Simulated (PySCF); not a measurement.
Compound: C2H10BGeNO2.
Cartesian coordinates in Å at the PBE0-D3(BJ)/def2-SVP level; atoms count from 1:
```
atom  x, y, z in Å
C1    -1.691    1.311   -0.371
N2    -0.726    0.324    0.031
Ge3   -1.299   -1.331    0.599
C4     0.627    0.720   -0.246
B5     1.788   -0.333   -0.058
O6     1.493   -1.658   -0.046
O7     3.098    0.035    0.045
H8    -1.497    2.288    0.117
H9    -1.683    1.496   -1.467
H10   -2.712    1.006   -0.095
H11   -1.222   -2.446   -0.467
H12   -2.789   -1.082    0.927
H13   -0.570   -1.771    1.881
H14    0.730    1.044   -1.312
H15    0.888    1.638    0.331
H16    2.272   -2.212    0.073
H17    3.227    0.987    0.062
```

Linear response at CAM-B3LYP/def2-SVPD (PySCF, frozen core in the response, non-relativistic). Relativistic effects, spin–orbit coupling among them, are left out although an element past zinc is present.

Static isotropic polarisability: 86.23 au (12.78 Å³), principal values 71.8, 92.1, 94.8 au.

Question: What is the polarisability at 1064 nm and at the sodium D line?

Answer: 86.99 au at 1064 nm (+0.9 %), 88.79 au at 589.3 nm (+3.0 %). The rise at 589.3 nm is 3.38 times that at 1064 nm; a pure ω² law gives 3.26. The lowest singlet lies at 239 nm, shorter than both wavelengths.

Question: What is the isotropic C6 coefficient between two such molecules, C6 = (3/π)∫α(iω)² dω?

Answer: 3000 au (Eh·bohr⁶) by a ten-point quadrature over imaginary frequencies, which is 1790 eV·Å⁶ or 173 J·nm⁶/mol.

Question: Which effective excitation energy ω̄ makes London's formula C6 = (3/4)α²ω̄ exact here?

Answer: ω̄ = 4·C6/(3α²) = 0.538 Eh = 14.6 eV. A one-pole form α(ω) = α/(1 − ω²/ω̄²) fitted to the 1064 nm value gives 12.5 eV.

Question: How many electrons N does the Slater–Kirkwood formula C6 = (3/4)·√N·α^(3/2) need to give this C6?

Answer: N = (4·C6/3)²/α³ = 24.9; the species has 82 electrons in all.

Question: What molar refraction at the D line follows from R = (4π/3)·N_A·α′, with α′ the polarisability volume?

Answer: α′ = 13.16 Å³ gives R = 33.19 cm³/mol, for isolated, non-vibrating species.

Question: What n − 1 at the D line would an ideal gas of it have at 273.15 K and 1 atm (2.6868 × 10¹⁹ cm⁻³), by n − 1 = 2π·N·α′?

Answer: 22.21 × 10⁻⁴, a formal value whether or not that pressure can be reached.

One conformer stands for the species.
